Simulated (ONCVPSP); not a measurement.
Ag (Z = 47): one change to an ONCV potential, before and after

- Element: Ag (Z = 47)
- Generator: ONCVPSP 4.0.1
- Type: optimised norm-conserving Vanderbilt (ONCV)
- Functional: Wu-Cohen
- Relativity: fully relativistic
- Frozen core: [Ar] 3d10 4s2
- Valence charge: 17
- Reference configuration: 4p6 4d9 5s2
- Partial waves: 5s: rc 2.65 bohr, ncon 3, nbas 8, qcut 2.5 1/bohr, 2 projectors, debl 3.5 Ha; 4p: rc 1.45 bohr, ncon 4, nbas 7, qcut 10.3 1/bohr, 1 projector; 4d: rc 1.70 bohr, ncon 3, nbas 8, qcut 10.3 1/bohr, 1 projector
- Local potential: polynomial inside 1.20 bohr (lpopt 5, dvloc0 0 Ha)
- Core correction: none

Open shells are filled in proportion to 2j + 1.

Change: d: rc 1.62.

Cutoffs: the cutoffs (Ha) at which the residual kinetic energy of the hardest occupied pseudo-wave falls to 1 and 0.1 mHa per electron; they do not see the model core or the augmentation charge, which bear on the density cutoff. Errors are all-electron minus pseudo energies relative to the spin-unpolarised reference configuration.

Problem. How do hardness, ghosts and transferability respond?

Solution. The potential gets neither clearly harder nor softer (31 Ha and 38 Ha → 32 Ha and 38 Ha); both files keep a bound ghost (s); the errors of the 4 common tests hardly move.

| quantity | base | changed |
| --- | --- | --- |
| cutoff, loose | 31 Ha | 32 Ha |
| cutoff, tight | 38 Ha | 38 Ha |
| loose cutoff by channel | s 3.1 Ha, p 30 Ha, d 31 Ha | s 3.1 Ha, p 30 Ha, d 32 Ha |
| bound ghosts | s | s |
| GHOST(+) flags under 300 eV | none | none |
| error for 4p6 4d10 5s1, meV [ΔE -4.05 eV] | +26 | +26 |
| error for 4p6 4d10 5s0, meV [ΔE 3.68 eV] | +27 | +26 |
| error for 4p6 4d9 5s0, meV [ΔE 25.81 eV] | -54 | -54 |
| error for 4p6 4d10 5s0 5p1, meV [ΔE -0.08 eV] | +57 | +57 |
| s: phases at 2.70 bohr within 0.05 rad from the reference energy up to (Ha; the scan ends near 5) | 1.6 | 1.6 |
| p3/2: phases at 1.47 bohr within 0.05 rad from the reference energy up to (Ha; the scan ends near 5) | 1.2 | 1.2 |
| p1/2: phases at 1.47 bohr within 0.05 rad from the reference energy up to (Ha; the scan ends near 5) | 1.0 | 1.0 |

Base: These tests converged, but a pseudo level misses the all-electron one widely, so the file describes the atom poorly there or has found another state: 4p6 4d10 5s0 5p1: empty 5s by 5.5 eV. Changed file: These tests converged, but a pseudo level misses the all-electron one widely, so the file describes the atom poorly there or has found another state: 4p6 4d10 5s0 5p1: empty 5s by 5.5 eV. A true bound ghost makes a file unfit for plane-wave use even where its test errors are small: the radial tests pick states by their node count and pass the ghost by.
